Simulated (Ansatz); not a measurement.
```xyz
7

N     2.279   -0.488   -1.361
C     1.415   -0.147   -0.683
Si    0.029    0.375    0.380
F    -0.244    1.899    0.157
F     0.400    0.106    1.875
C    -1.470   -0.570   -0.044
N    -2.408   -1.176   -0.324
```

Charge 0, multiplicity 1.

List the PBE0/def2-TZVPP orbital energies in eV (Ansatz 0.2.0). (Best estimate.)

The calculation gave: Occupied: -1806.85, -675.76, -675.75, -393.03, -393.03, -280.08, -280.08, -148.91, -103.61, -103.59, -103.57, -35.51, -35.00, -26.76, -26.71, -19.15, -16.37, -16.07, -15.80, -14.36, -14.12, -13.80, -13.77, -11.76, -11.43, -11.42, -11.31, -11.15, -11.03. Lowest empty: -2.45, -2.42, -0.50, -0.41, 1.26, 1.39, 2.26, 3.19.
